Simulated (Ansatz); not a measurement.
Reaction: BOF (SMILES O=BF) → F (doublet) + BO (SMILES [B]=O, doublet) (the B-F bond breaks)
Each species at its own B3LYP-D3(BJ)/def2-TZVP minimum (Ansatz, a first-principles code).

Property: bond dissociation energy (electronic), in kcal/mol. Radicals and triplets start from unrestricted determinants; spin-orbit coupling is neglected. CBS(X,Y): correlation extrapolated as X^-3, Hartree-Fock from the larger set (Q,5: extrapolated as (X+1)exp(-9√X)). A bracket is a step between two methods taken in the basis named. Functionals run without relativity, which enters their misses. '+ core + X2C': CCSD(T) terms for core correlation (cc-pwCVTZ) and scalar relativity (cc-pVTZ-DK). The UHF reference of BO ([B]=O, doublet) is spin-contaminated (<S^2> up to 0.05 over the pure value in the sets run).

CCSD(T)/CBS(cc-pVQZ,cc-pV5Z) + [CCSDT(Q) - CCSD(T)]/cc-pVTZ + [CCSDTQ - CCSDT(Q)]/cc-pVDZ + core + X2C (Ansatz) gives 162.5 kcal/mol.

Problem. What does PBE/def2-TZVPD (Ansatz) give here, and how do the other levels compare?

Solution. PBE gives 165.0 kcal/mol, 2.5 kcal/mol above it. Differences of the others: B3LYP/def2-TZVPD (Ansatz) -1.3; PBE0/def2-TZVPD (Ansatz) -2.4; wB97M-V/def2-TZVPD (Ansatz) 2.0; CCSD(T)/CBS(cc-pVQZ,cc-pV5Z) + core + X2C (Ansatz) 0.3 kcal/mol.
